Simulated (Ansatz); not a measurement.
Consider the ligand exchange at the Si–C bond: `[SiH3]C1[SiH2][Te]1` + `SC1CO1` → `[SiH3]SC1CO1` + `C1[SiH2][Te]1`.

Program: Ansatz. Geometries: PBE0-D4/def2-TZVP. ΔE: electronic, gas phase. CBS: MP2 limit from def2 TZ/QZ plus the TZ coupled-cluster correction, frozen cores. Functionals use def2-TZVPP. B3LYP here is the variant with VWN-RPA as its local correlation; programs differ in this. def2 core potentials past Kr. For Te outer-core shells are correlated without core-valence functions, which leaves a few kJ/mol of doubt a bond. One conformer a species, not always the lowest.

```
             level  ΔE (kJ/mol)  difference from CCSD(T)/CBS
         r2SCAN-D4        -45.0                         -6.8
          B3LYP-D4        -41.6                         -3.4
           ωB97X-V        -42.4                         -4.2
           ωB97M-V        -41.0                         -2.8
            B2PLYP        -42.9                         -4.7
               PBE        -46.5                         -8.3
            r2SCAN        -45.5                         -7.3
              PBE0        -46.0                         -7.8
     HF/def2-TZVPP        -46.5                         -8.3
    MP2/def2-TZVPP        -37.6                          0.6
SCS-MP2/def2-TZVPP        -37.9                          0.3
CCSD(T)/def2-TZVPP        -38.0                          0.2
     HF/def2-QZVPP        -46.1                         -7.9
      HF/CBS(def2)        -46.1                         -7.9
     MP2/CBS(def2)        -37.9                          0.3
    CCSD/CBS(def2)        -39.0                         -0.8
       CCSD(T)/CBS        -38.2                            0
```

Largest T1 diagnostic among the species: 0.012.

In def2-TZVPP, CCSD(T) changes the Hartree–Fock value by +8.5 kJ/mol (the triples alone add +0.7 kJ/mol) and MP2 by +8.8 kJ/mol. The D4 term adds +4.7 kJ/mol with B3LYP and +2.5 kJ/mol with PBE0; it sums over pairs of atoms, weighted by their polarisabilities, and B3LYP, whose exchange is more repulsive, gets the larger term.
